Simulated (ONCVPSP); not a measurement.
**Before and after: ONCV potential for barium (Ba)**

| Item | Value |
| --- | --- |
| Element | Ba (Z = 56) |
| Generator | ONCVPSP 4.0.1 |
| Type | optimised norm-conserving Vanderbilt (ONCV) |
| Functional | PBE |
| Relativity | scalar-relativistic |
| Frozen core | [Kr] 4d10 |
| Valence charge | 10 |
| Reference configuration | 5s2 5p6 6s2 |
| Partial waves | 5s+6s: rc 3.10 bohr, ncon 5, nbas 8, qcut 3 1/bohr, 2 projectors; 5p: rc 2.05 bohr, ncon 3, nbas 6, qcut 4.3 1/bohr, 2 projectors, debl 1.3 Ha; d scattering state at 0.24 Ha: rc 3.30 bohr, ncon 4, nbas 9, qcut 2.7 1/bohr, 3 projectors, debl 1.6 Ha |
| Local potential | polynomial inside 1.70 bohr (lpopt 3, dvloc0 0 Ha) |
| Core correction | none |

In the d channel the program set the typed energies aside and used -0.074, 1.526, 3.126 Ha.

Change: s: qcut 3.2.

Cutoffs: the cutoffs (Ha) at which the residual kinetic energy of the hardest occupied pseudo-wave falls to 1 and 0.1 mHa per electron; they do not see the model core or the augmentation charge, which bear on the density cutoff. Errors are all-electron minus pseudo energies relative to the spin-unpolarised reference configuration.

Problem. How do hardness, ghosts and transferability respond?

Solution. The potential gets neither clearly harder nor softer (8.6 Ha and 25 Ha → 8.6 Ha and 25 Ha); the lowest positive-energy flag moves from s at 44.6 eV to d at 107.8 eV; the errors of the 4 common tests hardly move; neither file shows a bound ghost.

| quantity | base | changed |
| --- | --- | --- |
| cutoff, loose | 8.6 Ha | 8.6 Ha |
| cutoff, tight | 25 Ha | 25 Ha |
| loose cutoff by channel | s 3.2 Ha, p 8.6 Ha | s 3.5 Ha, p 8.6 Ha |
| bound ghosts | none | none |
| GHOST(+) flags under 300 eV | s at 44.6 eV, d at 107.8 eV | d at 107.8 eV |
| error for 5s2 5p6 6s1, meV [ΔE 5.36 eV] | -0.9 | -0.9 |
| error for 5s2 5p6 6s0, meV [ΔE 15.34 eV] | -4.4 | -4.2 |
| error for 5s2 5p6 6s1.5, meV [ΔE 2.14 eV] | -0.3 | -0.3 |
| error for 5s2 5p6 6s0 6p1, meV [ΔE 7.96 eV] | -2.5 | -2.3 |
| s: phases at 3.14 bohr within 0.05 rad from the reference energy up to (Ha; the scan ends near 5) | 1.4 | 1.5 |
| p: phases at 2.08 bohr within 0.05 rad from the reference energy up to (Ha; the scan ends near 5) | 2.7 | 2.7 |
| d: phases at 3.36 bohr within 0.05 rad from the reference energy up to (Ha; the scan ends near 5) | 3.5 | 3.5 |
